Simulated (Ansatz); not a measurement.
C₂H₇ClO₂Sn, SMILES `C[O][SnH]([Cl])[O]C`, relaxed with RKS PBE0-D4/def2-TZVP in Ansatz 0.2.0 from a PBE-D4/def2-SVP geometry. The force threshold is 0.005 eV/Å; the program also tests the step.

Charge 0, multiplicity 1. Sn takes the def2 core potential.

Start:

```xyz
13

C    -1.174    0.308    1.883
O    -1.356    0.770    0.555
Sn    0.272    1.291   -0.498
Cl   -0.622    1.787   -2.624
O     1.477   -0.298   -0.656
C     0.996   -1.479   -1.280
H    -0.693    1.060    2.555
H    -0.574   -0.632    1.945
H    -2.179    0.090    2.305
H     1.208    2.570    0.178
H     0.145   -1.945   -0.732
H     1.830   -2.214   -1.300
H     0.670   -1.308   -2.332
```

Question: By how much does the energy fall, and how many steps does the optimiser take? (Best estimate.)

Answer: The calculation gave: 3.07 kcal/mol, in 11 steps.

Question: Which bonds change most? (An estimate is asked.)

Answer: The calculation gave: O2–Sn3 from 2.008 to 1.949 Å; Sn3–O5 from 2.001 to 1.945 Å; Sn3–Cl4 from 2.359 to 2.308 Å; Sn3–H10 from 1.723 to 1.694 Å.

Question: Give the relaxed structure. (An estimate is asked.)

Answer: Computed: 
```xyz
13

C    -1.123    0.269    1.837
O    -1.294    0.791    0.537
Sn    0.275    1.300   -0.502
Cl   -0.606    1.767   -2.583
O     1.423   -0.264   -0.636
C     0.944   -1.452   -1.229
H    -0.694    1.005    2.530
H    -0.488   -0.625    1.850
H    -2.109   -0.010    2.216
H     1.181    2.577    0.143
H     0.059   -1.846   -0.714
H     1.738   -2.200   -1.163
H     0.693   -1.312   -2.286
```
